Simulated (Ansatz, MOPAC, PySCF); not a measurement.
Noncovalent pair: HI (SMILES I) (first 2 atoms) with H4OSi (SMILES O[SiH3]); geometry from B3LYP-D3(BJ)/def2-TZVP, rigid monomers moved along the line of their centres of mass till H2···O3 is 3.62 Å.
(charge 0, multiplicity 1):
```xyz
8

I     -0.4232    -1.1697    -0.6328
H     -0.5765    -0.9602     0.9732
O     -0.5401    -0.0121     4.4644
Si     0.3124     1.2453     5.1403
H     -1.1377    -0.5243     5.0150
H     -0.6042     2.2628     5.7057
H      1.1000     1.8146     4.0321
H      1.2049     0.7601     6.2188
```

Counterpoise-corrected where a basis set is named; no monomer relaxation. Rows marked so take none.

Correlated levels freeze the cores. Filled d and f shells under p-block atoms count as core. CBS: X⁻³ extrapolation of the correlation energy, Hartree–Fock from the larger set. Rows in 3-21G carry no dispersion term and start afresh at each structure; the Pople sets are all-electron and without relativity. The state reached by PM6, PM7 isn't checked; PM7 holds dispersion and hydrogen-bond terms.

Run with Ansatz (Gaussian orbitals); MOPAC for PM6, PM7 (differences of heats of formation); PySCF for 3-21G rows. Each number belongs to the level named beside it. In def2 rows elements past Kr take small-core potentials, without spin–orbit coupling.

| level | interaction energy (kcal/mol) |
|---|---|
| PM6 | -0.67 |
| PM7 | -1.88 |
| HF/3-21G (no counterpoise) | -0.89 |
| r2SCAN/def2-TZVPPD | -0.68 |
| B3LYP/3-21G (no counterpoise) | ? |
| wB97M-V/def2-TZVPPD | -0.84 |
| MP2/CBS(def2-SVPD, def2-TZVPPD) | -0.88 |
| CCSD/def2-SVPD | -0.85 |
| CCSD(T)/CBS(def2-SVPD, def2-TZVPPD) | -0.85 |

Fill in the missing entries.


- B3LYP/3-21G (no counterpoise), interaction energy (kcal/mol): -0.79

Ansatz is a program for electronic structure.
